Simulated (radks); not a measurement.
Results of a calculation; reference values are marked as such.
Neutral molybdenum, [Kr] 4d5 5s1. Level of theory: non-relativistic Kohn-Sham, r2SCAN, spin-polarised, spherical densities, point nucleus; meta-GGA in the generalised Kohn-Sham scheme (a radial shooting solver on a logarithmic mesh with Libxc functionals). Every spin shell is full or empty, so the densities are truly spherical. Functionals are evaluated on that one density, not self-consistently. Rank these orbital-free kinetic functionals by their error against the exact value of the orbitals, and give that value: Thomas-Fermi, von Weizsacker, TF + vW, TF + vW/9, TF + vW/5, LC94, APBEK, Perdew 92, PG1.

Answer. Exact: 3975.74 hartree. From best to worst, with 100 (|E| - |E exact|)/|E exact| (equal figures are ties): LC94 +0.09, APBEK +0.16, Perdew 92 -0.65, TF + vW/9 -0.66, TF + vW/5 +3.25, Thomas-Fermi -5.56, PG1 +16.22, TF + vW +38.50, von Weizsacker -55.94.
